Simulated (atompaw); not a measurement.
**technetium (Tc): PAW (atompaw) pseudisation with PBE, scalar-relativistic reference atom.**

atompaw 4.2.0.5 was run on this input:

```
Tc 43
GGA-PBE scalarrelativistic loggrid 1500 logderivrange -8 5 326
5 5 4 0 0 0
5 0 1
5 1 0
4 2 5
0 0 0
c
c
c
v
v
c
c
v
v
c
v
2
1.95 1.75 1.40 1.70
n
n
y
0.15
n
custom polynom gramschmidtortho besselshape
bessel
1.35
1.95
1.95
1.95
1.25
1.95
PWSCFOUT
UPFDX 0.0125d0 UPFXMIN -7.d0 UPFZMESH 43.d0
END
```

Command:

```bash
atompaw < Tc.input > Tc.log
```

The program printed (summary file):

```
Completed calculations for Tc (AE)

 Exchange-correlation type: GGA, Perdew-Burke-Ernzerhof

 Radial integration grid is logarithmic
 r0 =   2.0011262E-04 h =   8.6048428E-03   n =      1500 rmax =   8.0000000E+01

 Scalar relativistic calculation

 AEatom converged in  29 iterations
   nz     =  43.00
   delta  =       4.119635633770E-16

 All Electron Orbital energies:
  n  l      occupancy      energy
  1  0      2.0000000E+00 -1.5343833E+03
  2  0      2.0000000E+00 -2.1938638E+02
  3  0      2.0000000E+00 -3.8672689E+01
  4  0      2.0000000E+00 -5.9493294E+00
  5  0      1.0000000E+00 -8.3745025E-01
  2  1      6.0000000E+00 -1.9640301E+02
  3  1      6.0000000E+00 -3.1127659E+01
  4  1      6.0000000E+00 -3.8897629E+00
  5  1      0.0000000E+00 -5.0475877E-01
  3  2      1.0000000E+01 -1.8919235E+01
  4  2      5.0000000E+00 -1.0360407E+00

 Total energy
   Total                    :    -8570.58529911017467

 ---
 Completed calculations for Tc (SC)

 Exchange-correlation type: GGA, Perdew-Burke-Ernzerhof

 Radial integration grid is logarithmic
 r0 =   2.0011262E-04 h =   8.6048428E-03   n =      1500 rmax =   8.0000000E+01

 Scalar relativistic calculation

 SCatom converged in   2 iterations
   nz     =  43.00
   delta  =       4.727201965691E-18

 Valence Electron Orbital energies:
  n  l      occupancy      energy
   4  0      2.0000000E+00 -5.9493294E+00
   5  0      1.0000000E+00 -8.3745025E-01
   4  1      6.0000000E+00 -3.8897629E+00
   5  1      0.0000000E+00 -5.0475877E-01
   4  2      5.0000000E+00 -1.0360407E+00

 Total energy
   Total                    :    -8570.58529910966536
   Valence                  :     -394.87453590382177

 PAW parameters:
       lmax =            2
         rc =    1.9605789710652191
        irc =         1069
   rc_shape =    1.7530634242823873
    rc_vloc =    1.4015941278903485
    rc_core =    1.7083829369221382
   Vloc: truncated form - Vps(r)=A.sin(qr)/r for r<rc
   Projector type: polynomial pseudization + Gram-Schmidt ortho.
   Bessel compensation charge shape zeroed at   1.7531E+00

 Number of basis functions     6
 No.   n  nodes  l      Energy         Cp coeff         Occ
  1    4    3    0   -0.5949329E+01  0.1000000E+01  0.2000000E+01
  2    5    4    0   -0.8374503E+00  0.2774127E+00  0.1000000E+01
  3    4    2    1   -0.3889763E+01  0.1000000E+01  0.6000000E+01
  4    5    3    1   -0.5047588E+00  0.7879843E+00  0.0000000E+00
  5    4    1    2   -0.1036041E+01  0.1000000E+01  0.5000000E+01
  6  999    2    2    0.1500000E+00  0.8089940E-01  0.0000000E+00

 Eigenvalues of overlap operator (in the basis of projectors):
    1        2.48176509E-01
    2        6.01389201E-01
    3        2.41243139E+00
    4        6.55364162E+00
    5        1.17365895E+02
    6        2.63807148E+02

 Orbital leakage outside PAW augmentation regions
   orb  is_core?  %out_of_sphere
   1 0    T           0.00
   2 0    T           0.00
   3 0    T           0.00
   4 0    F           1.93
   5 0    F          87.62
   2 1    T           0.00
   3 1    T           0.00
   4 1    F           4.97
   5 1    F          94.85
   3 2    T           0.00
   4 2    F          28.62

 Summary of PAW energies
   Total valence energy     :   -394.87484389260760
   Smooth energy            :     83.91097866726902
   One center               :   -478.78582255987664
   Smooth kinetic           :     45.70335532864863
   Vloc energy              :     13.95112054115445
   Smooth exch-corr         :    -15.35595530590494
   One-center xc            :   -240.69901451912114
```

The run took about 3.5 s on one core of a shared server CPU.
